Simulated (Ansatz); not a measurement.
`F[BH][SnH2][SiH3]` + H₂Se → `FB[SeH]` + `[SiH3][SnH3]` at 400 K and 1 bar (cleavage of the B–Sn bond).

Calculated with Ansatz (gas phase, PBE0-D4/def2-TZVP geometries, no zero-point term in ΔE). CBS: MP2 limit from def2 TZ/QZ plus the TZ coupled-cluster correction, frozen cores. Elements past krypton have def2 core potentials. For Se, Sn outer-core shells are correlated without core-valence functions, which leaves a few kJ/mol of doubt a bond. Scalar relativity is left out up to krypton. Each species was taken in one conformer, which may not be the lowest.

```json
{"species": "`F[BH][SnH2][SiH3]`", "CCSD(T)/CBS energy (Eh)": "-631.31705", "H − E (kJ/mol)": "176.1", "S (J/(mol·K))": "426.7"}
{"species": "H₂Se", "CCSD(T)/CBS energy (Eh)": "-2401.89790", "H − E (kJ/mol)": "49.4", "S (J/(mol·K))": "229.5"}
{"species": "`FB[SeH]`", "CCSD(T)/CBS energy (Eh)": "-2526.56401", "H − E (kJ/mol)": "81.4", "S (J/(mol·K))": "299.9"}
{"species": "`[SiH3][SnH3]`", "CCSD(T)/CBS energy (Eh)": "-506.68362", "H − E (kJ/mol)": "143.7", "S (J/(mol·K))": "335.4"}
```

H − E and S are ideal-gas, rigid-rotor, harmonic terms from PBE0-D4/def2-TZVP, for one conformer and one mirror image of each species. 1 Eh = 2625.50 kJ/mol, R = 8.31446 J/(mol·K).

Problem. By hand: ΔE, ΔH, ΔS and ΔG.

Solution. ΔE = (-2526.56401) + (-506.68362) − (-631.31705) − (-2401.89790) = -0.03268 Eh = -85.8 kJ/mol. Δ(H − E) = 81.4 + 143.7 − 176.1 − 49.4 = -0.4, so ΔH = -86.2 kJ/mol. ΔS = 299.9 + 335.4 − 426.7 − 229.5 = -20.9 J/(mol·K). ΔG = -86.2 − 400 × (-20.9)/1000 = -77.8 kJ/mol.

Problem. By hand: the equilibrium constant, and the temperature at which ΔG would vanish if ΔH and ΔS stayed fixed.

Solution. log₁₀ K = −ΔG/(RT ln 10) = 10.2. ΔG = 0 at ΔH/ΔS = 4124 K, far beyond where these terms or the molecules hold.

ΔH outweighs TΔS. A doubt of 5 kJ/mol in ΔE shifts log₁₀ K by 0.7 here. Other conformers and mirror images would add mixing entropy, several J/(mol·K) or more a flexible species. Modes under 60 cm⁻¹, often nearly free rotors, make the harmonic entropy too high. These are equilibria of isolated gas molecules and say nothing of rates. Largest T1 diagnostic: 0.014 (customary marks: 0.02 for closed shells, 0.045 for open ones).
